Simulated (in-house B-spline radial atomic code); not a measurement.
Values are calculated unless marked as measured or tabulated.
# Two electrons in InAs: a spherical dot of radius 45.3 nm with hard walls with a doubly ionised double donor at its centre

For InAs the NSM archive of the Ioffe Institute lists m* = 0.023 m0 and ε = 15.15. Real donors also feel a central-cell potential, which shifts the ground state; some double donors stay shallow and helium-like, others are deep centres that this model can't describe. In so narrow a gap the band flattens within tens of meV, so real spacings are smaller, by up to some tenths.

Effective-mass model with parabolic bands, a uniform dielectric constant, no image charges, no central-cell or spin-orbit terms. Two-electron levels come from full CI in B-splines with partial waves to l = 5 (up to 0.001 effective hartree above the limit).

(1) What are the effective units, and what is the potential in them?

In these units the lowest s and p orbitals lie at -1.4359 and 3.0339, and their Coulomb and exchange integrals are J_ss = 1.7236, J_sp = 1.3678 and K_sp = 0.2532. Full CI gives -1.2308 for the ground singlet, 2.6951 for the sp triplet, 3.1559 for the sp singlet and 6.4745 for the lowest triplet of two s orbitals.

(2) What does it cost to add the second electron, to first order and exactly?

(3) How far above the singlet do the triplets lie?

Results:

(1) Ha* = 27211.386 meV × 0.023/15.15² = 2.727 meV and a* = 0.0529177 nm × 15.15/0.023 = 34.86 nm. The radius is R = 1.3 a*, with −2/r added.

(2) To first order E = 2ε_s + J_ss = -1.1482, so the charging energy E(2) − 2E(1) is J_ss = 4.7 meV. CI gives -1.2308 − 2 × (-1.4359) = 1.6411, or 4.475 meV: relaxation and correlation lower it by 0.2251 meV, 4.8 % of J_ss. The s² configuration of one-electron orbitals holds 99.2 % of the state, and the mean radius is 19.1 nm.

(3) To first order the sp triplet lies at ε_s + ε_p + J_sp − K_sp = 2.7126, which is 10.53 meV above 2ε_s + J_ss. CI gives 2.6951 − (-1.2308) = 3.9259, or 10.71 meV, 88 % of the orbital spacing of 12.19 meV. The ss triplet lies 21.01 meV up, so the lower of the two is the sp one, and its gap equals k_BT at 124 K. The sp singlet-triplet splitting is 1.256 meV, against 2K_sp = 1.381 meV.
